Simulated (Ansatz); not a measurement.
Consider the formal exchange of groups at a B–F bond: `FBF` + `Cl[SiH](Cl)Cl` → `FB[Si](Cl)(Cl)Cl` + H–F.

Computed with Ansatz on PBE0-D4/def2-TZVP structures; ΔE is electronic, products minus reactants. CCSD(T)/CBS adds triple-zeta CCSD(T) − MP2 to the extrapolated MP2 energy (def2 sets, frozen cores). This one scheme is used for every species. DFT in def2-TZVPP. B3LYP here is the variant with VWN-RPA as its local correlation; programs differ in this. Each species was taken in one conformer, which may not be the lowest.

```
             level  ΔE (kcal/mol)  difference from CCSD(T)/CBS
       LDA (SPW92)           44.0                         -0.2
            PBE-D4           41.4                         -2.8
         r2SCAN-D4           45.7                          1.5
            B97M-V           46.6                          2.4
        r2SCANh-D4           45.8                          1.6
      CAM-B3LYP-D4           46.8                          2.6
           ωB97M-V           46.1                          1.9
               PBE           42.8                         -1.4
            r2SCAN           46.1                          1.9
             B3LYP           47.0                          2.8
         CAM-B3LYP           48.2                          4.0
      MP2/def2-SVP           51.6                          7.4
   CCSD/def2-TZVPP           46.0                          1.8
CCSD(T)/def2-TZVPP           45.3                          1.1
      HF/CBS(def2)           51.7                          7.5
    CCSD/CBS(def2)           45.0                          0.8
       CCSD(T)/CBS           44.2                            0
```

Largest T1 diagnostic among the species: 0.013.

From BLYP to BHLYP (50 % exact exchange), in def2-TZVPP and without D4, ΔE moves by +2.8 kcal/mol. At CCSD(T), def2-SVP lies +6.2 kcal/mol from the extrapolated value and def2-TZVPP +1.1 kcal/mol.
